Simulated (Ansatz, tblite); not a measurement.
Removing and adding an electron: GeH3(NHMe) (CH7GeN). Charge 0, multiplicity 1. Geometry: PBE0-D4/def2-SVP. Ansatz, gas phase; energy differences of separate SCF runs; the oxidised species was run as a doublet alone; the reduced species was run as a doublet alone.

Cartesian coordinates in Å:
```
Ge -1.277 0.678 -0.009
H -1.552 2.191 -0.003
H -1.864 0.002 -1.262
H -1.932 0.034 1.242
N 0.544 0.475 -0.083
C 1.131 -0.845 -0.080
H 1.051 1.127 0.507
H 1.068 -1.388 0.886
H 0.636 -1.477 -0.836
H 2.196 -0.798 -0.362
```

The xTB rows come from tblite.

```csv
level,−HOMO (eV),vertical IE (eV),−LUMO (eV),vertical EA (eV),HOMO–LUMO gap (eV),IE − EA (eV),remarks
GFN1-xTB,10.92,14.39,6.16,2.46,4.76,11.93,–
GFN2-xTB,10.01,13.52,3.31,-0.25,6.70,13.78,–
PBE-D4/def2-TZVP,5.22,8.63,0.26,–,4.96,–,–
PBE-D4/def2-TZVPD,5.27,–,0.59,-1.07,4.68,–,HOMO above zero (-1 doublet)
r2SCAN-D4/def2-TZVP,5.49,8.60,-0.18,–,5.67,–,–
r2SCAN-D4/def2-TZVPD,5.52,–,0.05,-1.24,5.47,–,HOMO above zero (-1 doublet)
PBE0-D4/def2-TZVP,6.59,8.73,-0.57,–,7.16,–,–
PBE0-D4/def2-TZVPD,6.63,–,-0.12,-1.23,6.75,–,HOMO above zero (-1 doublet)
```

   A HOMO above zero means that the electron is unbound at that level or that self-interaction error raises the level; the energy of removing that electron tells which. Raw xTB energy differences between charge states are shifted by several eV; the methods need an empirical correction for them. A negative affinity means that the extra electron isn't bound; its size then hangs on the basis.
